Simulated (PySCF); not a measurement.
Job for PySCF: D3(BJ) and D4 dispersion corrections on CH5BO (SMILES CBO), a point of a torsion scan.

```python
from pyscf import gto
from pyscf.dispersion import dftd3, dftd4

mol = gto.M(
    atom='''
    C     0.86291998   -0.17901303    0.02794233
    B    -0.52994862    0.58642600    0.00625988
    O    -1.70550593   -0.03842808   -0.00835545
    H     1.28286408   -0.20070187   -0.97720813
    H     1.59648019    0.31794124    0.65696938
    H     0.78087528   -1.21313669    0.36106773
    H    -0.58870047    1.75847009   -0.02775808
    H    -1.68784580   -0.99740672    0.01467044
    ''',
    basis='def2-svp',
    charge=0, spin=0, verbose=0, max_memory=1800)
d3, d4 = {}, {}
for xc in ['hf', 'pbe', 'blyp', 'revpbe', 'tpss', 'r2scan', 'b3lyp', 'pbe0', 'bhlyp', 'camb3lyp', 'b2plyp']:
    d3[xc] = float(dftd3.DFTD3Dispersion(mol, xc=xc, version='d3bj', atm=False).get_dispersion()['energy'])
    print(f'D3(BJ) {xc:10s} {d3[xc]:14.8f} Eh')
for xc in ['hf', 'pbe', 'blyp', 'revpbe', 'tpss', 'r2scan', 'b3lyp', 'pbe0', 'bhlyp', 'camb3lyp', 'b2plyp']:
    d4[xc] = float(dftd4.DFTD4Dispersion(mol, xc={'camb3lyp': 'cam-b3lyp'}.get(xc, xc), atm=True).get_dispersion()['energy'])
    print(f'D4     {xc:10s} {d4[xc]:14.8f} Eh')
```

Program output:

```
D3(BJ) hf            -0.03246032 Eh
D3(BJ) pbe           -0.00364057 Eh
D3(BJ) blyp          -0.00756726 Eh
D3(BJ) revpbe        -0.00970941 Eh
D3(BJ) tpss          -0.00446112 Eh
D3(BJ) r2scan        -0.00094962 Eh
D3(BJ) b3lyp         -0.00612653 Eh
D3(BJ) pbe0          -0.00301260 Eh
D3(BJ) bhlyp         -0.00462618 Eh
D3(BJ) camb3lyp      -0.00254191 Eh
D3(BJ) b2plyp        -0.00270577 Eh
D4     hf            -0.01293825 Eh
D4     pbe           -0.00316770 Eh
D4     blyp          -0.00728609 Eh
D4     revpbe        -0.01173279 Eh
D4     tpss          -0.00430203 Eh
D4     r2scan        -0.00076274 Eh
D4     b3lyp         -0.00507827 Eh
D4     pbe0          -0.00260839 Eh
D4     bhlyp         -0.00341752 Eh
D4     camb3lyp      -0.00257224 Eh
D4     b2plyp        -0.00219174 Eh
```

The run finished.

Cost: about 0.020 core-seconds (a rough figure).
